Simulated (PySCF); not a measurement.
A calculated (r2SCAN, PySCF 2.14, cc-pVTZ-DK, the spin-free X2C one-electron Hamiltonian (Gaussian nucleus)) atom or ion has these occupied shells.

| shell | electrons | orbital energy (eV) | rms radius, mean of both spins (bohr) |
| --- | --- | --- | --- |
| 1s α | 1 | -4893.0 | 0.0804 |
| 1s β | 1 | -4892.9 | 0.0804 |
| 2s α | 1 | -551.42 | 0.352 |
| 2s β | 1 | -550.69 | 0.352 |
| 2p α | 3 | -456.27 | 0.321 |
| 2p β | 3 | -455.68 | 0.321 |
| 3s α | 1 | -72.541 | 1.08 |
| 3s β | 1 | -70.565 | 1.08 |
| 3p α | 3 | -47.820 | 1.18 |
| 3p β | 3 | -45.708 | 1.18 |
| 3d α | 2 | -12.939 | 1.71 |
| 4s α | 1 | -11.046 | 3.35 |

Problem. Name the element and its charge.

Solution. Ti⁺ (titanium, charge +1), in [Ar] 3d2 4s1, high-spin 4F determinant.
